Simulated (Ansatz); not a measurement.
`CCC[TeH]` + `O[SiH3]` → `O[SiH2][TeH]` + `CCC`  (formal exchange of groups at a Te–C bond)

Isolated molecules relaxed with PBE0-D4/def2-TZVP in Ansatz; ΔE leaves out vibrations. CCSD(T)/CBS is the MP2 limit (def2-TZVPP, def2-QZVPP) plus CCSD(T) − MP2 in def2-TZVPP, frozen cores. def2 core potentials past Kr. For Te outer-core shells are correlated without core-valence functions, which leaves a few kJ/mol of doubt a bond. Each species was taken in one conformer, which may not be the lowest.

```json
{"species": "`CCC[TeH]`", "SCS-MP2/def2-QZVPP energy (Eh)": "-386.44281"}
{"species": "`O[SiH3]`", "SCS-MP2/def2-QZVPP energy (Eh)": "-366.63896"}
{"species": "`O[SiH2][TeH]`", "SCS-MP2/def2-QZVPP energy (Eh)": "-634.21180"}
{"species": "`CCC`", "SCS-MP2/def2-QZVPP energy (Eh)": "-118.90627"}
```

(1) Work out ΔE.

Largest T1 diagnostic among the species: 0.011.

Answers

(1) ΔE = (-634.21180) + (-118.90627) − (-386.44281) − (-366.63896) = -0.03630 Eh = -95.3 kJ/mol. CCSD(T)/CBS gives -99.0 kJ/mol.

In def2-TZVPP, CCSD(T) changes the Hartree–Fock value by +8.1 kJ/mol (the triples alone add +1.2 kJ/mol) and MP2 by +6.5 kJ/mol.
